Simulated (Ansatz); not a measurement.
Reactions of CH$_{4}$AlBrO (`C[O][AlH][Br]`).

Calculated with Ansatz (gas phase, PBE0-D4/def2-TZVP geometries, no zero-point term in ΔE). CCSD(T)/CBS is the MP2 limit (def2-TZVPP, def2-QZVPP) plus CCSD(T) − MP2 in def2-TZVPP, frozen cores. This one scheme is used for every species. Functionals use def2-TZVPP. For Br outer-core shells are correlated without core-valence functions, which leaves a few kJ/mol of doubt a bond. Scalar relativity is left out up to krypton. One conformer a species, not always the lowest.

```csv
reaction,ωB97M-V (eV),ωB97X-V (eV)
`C[O][AlH][Br]` + CH₃OH → `C[O][AlH][O]C` + HBr,0.36,0.36
`C[O][AlH][Br]` + SiH₄ → `[SiH3][AlH][Br]` + CH₃OH,1.47,1.41
`C[O][AlH][Br]` + `BS` → `C[O][AlH][BH]S` + HBr,2.03,2.00
`C[O][AlH][Br]` + `[SiH3]S` → `C[O][AlH][S][SiH3]` + HBr,0.51,0.51
```

Give the CCSD(T)/CBS values in the same order. (Estimate.)

The calculation gave: 0.39, 1.40, 2.01, 0.50 eV.

Largest T1 diagnostic: 0.015, for `C[O][AlH][BH]S`.
